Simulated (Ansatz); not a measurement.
Reaction (SMILES): OB[Se-] -> [O-]B[SeH]
Geometries: B3LYP-D3(BJ)/def2-TZVP minima from Ansatz (an electronic-structure program), one conformer each, not searched for the lowest.

Wanted: isomerisation energy (electronic energy difference), in kcal/mol. Cores are frozen in the correlated levels unless marked. No spin-orbit coupling. Frozen are the shells of the preceding noble gas and the d and f shells that filled before the atom's block. No relativistic terms. FCI takes restricted orbitals. Anions need diffuse functions: aug- sets have them; def2-D sets add few; the other sets have none. CBS(X,Y): correlation extrapolated as X^-3; Hartree-Fock from the larger set. The bracket is a focal-point correction in the basis named.

```tsv
level	program	isomerisation energy (kcal/mol)
HF/aug-cc-pVTZ	Ansatz	16.7
BLYP-D4/def2-TZVPD	Ansatz + dftd4	7.4
revPBE-D4/def2-TZVPD	Ansatz + dftd4	9.0
r2SCAN-D4/def2-TZVPD	Ansatz + dftd4	11.5
HSE06-D4/def2-TZVPD	Ansatz + dftd4	12.8
LC-wPBE-D4/def2-TZVPD	Ansatz + dftd4	12.2
wB97X-V/def2-TZVPD	Ansatz	12.1
B2PLYP-D3(BJ)/def2-TZVPD	Ansatz + dftd3	10.9
MP2/6-31G*	Ansatz	12.2
RI-MP2/CBS(aug-cc-pVTZ,aug-cc-pVQZ)	Ansatz	12.8
CCSD/STO-3G	Ansatz	-3.2
CCSD/aug-cc-pVTZ	Ansatz	13.8
CCSD(T)/cc-pVQZ	Ansatz	12.6
FCI/STO-3G	Ansatz	-4.3
RI-MP2/CBS(aug-cc-pVTZ,aug-cc-pVQZ)+[CCSD(T)-MP2]/aug-cc-pVTZ	Ansatz	12.9
```
